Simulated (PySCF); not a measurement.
2-methyl-1,3-dioxole (C4H6O2), SMILES C1(C)OC=CO1.

Geometry: PBE0-D3(BJ)/def2-SVP. The values are those of a single conformer.

The numbers are results of PySCF with PBE/def2-TZVP, not measurements.

Symmetry labels are those of the subgroup Cs that the program uses (full group Cs).

Computed valence orbital energies around the gap with their symmetry:
```json
[
 {"orbital": "HOMO−7", "symmetry": "A'", "energy (eV)": "-10.87"},
 {"orbital": "HOMO−6", "symmetry": "A\"", "energy (eV)": "-9.76"},
 {"orbital": "HOMO−5", "symmetry": "A'", "energy (eV)": "-9.50"},
 {"orbital": "HOMO−4", "symmetry": "A'", "energy (eV)": "-9.05"},
 {"orbital": "HOMO−3", "symmetry": "A\"", "energy (eV)": "-8.72"},
 {"orbital": "HOMO−2", "symmetry": "A'", "energy (eV)": "-8.46"},
 {"orbital": "HOMO−1", "symmetry": "A\"", "energy (eV)": "-8.11"},
 {"orbital": "HOMO", "symmetry": "A'", "energy (eV)": "-4.43"},
 {"orbital": "LUMO", "symmetry": "A\"", "energy (eV)": "-0.09"},
 {"orbital": "LUMO+1", "symmetry": "A'", "energy (eV)": "0.82"},
 {"orbital": "LUMO+2", "symmetry": "A'", "energy (eV)": "1.59"},
 {"orbital": "LUMO+3", "symmetry": "A'", "energy (eV)": "1.64"}
]
```
